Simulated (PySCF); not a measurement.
Vertical excitations of a molecule CH₄Cl₂GeO from TDA-B3LYP/def2-SVPD in PySCF 2.14.0, as energy in eV (oscillator strength): 6.38 (0.004), 6.64 (0.029), 6.70 (0.082), 6.95 (0.046), 7.20 (0.089), 7.71 (0.003), 7.90 (0.002), 7.93 (0.053), 8.05 (0.048), 8.21 (0.026). Lowest triplet (TDA): 5.96 eV. Coordinates come from a B3LYP-D3(BJ)/def2-SVP optimisation. Other conformers were not sampled.

Question: Which molecule gave these data?
(A) C[O][GeH]([Cl])[Cl]
(B) O[CH2][GeH]([Cl])[Cl]
(C) [CH3][Ge]([OH])([Cl])[Cl]

Answer: C, [CH3][Ge]([OH])([Cl])[Cl]
